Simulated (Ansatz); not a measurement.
`O[Si](O)(Cl)[SiH](Cl)Cl` from Hartree–Fock to CCSD(T)

```xyz
10

O     1.5031   -0.9713    0.8505
Si    0.3511    0.1666    0.6402
O    -0.6521    0.1377    1.9147
Cl    1.2749    1.9917    0.4199
Si   -0.9410   -0.2016   -1.2695
Cl   -2.1423    1.4114   -1.6372
Cl    0.3886   -0.4396   -2.8186
H     2.3056   -0.9015    0.3297
H    -0.2906    0.2140    2.8006
H    -1.7974   -1.4074   -1.2302
```

The species carries charge 0 and has multiplicity 1. The structure was optimised at the PBE0-D4/def2-TZVP level. It is one conformer, not always the lowest. Frozen core, restricted reference, Ansatz 0.2.0. CBS rows extrapolate triple and quadruple zeta; past MP2 they add the triple-zeta difference.

```
     basis      HF (Eh)  MP2 corr.
def2-TZVPP  -2108.25014   -1.27015
def2-QZVPP  -2108.31386   -1.38945
```

Task: Estimate the CCSD correlation energy and the (T) correction in each basis where they were run (hartree).

Result: 
```csv
basis,CCSD corr.,(T)
def2-TZVPP,-1.33236,-0.05454
CBS(def2),-1.54004,as TZ
```
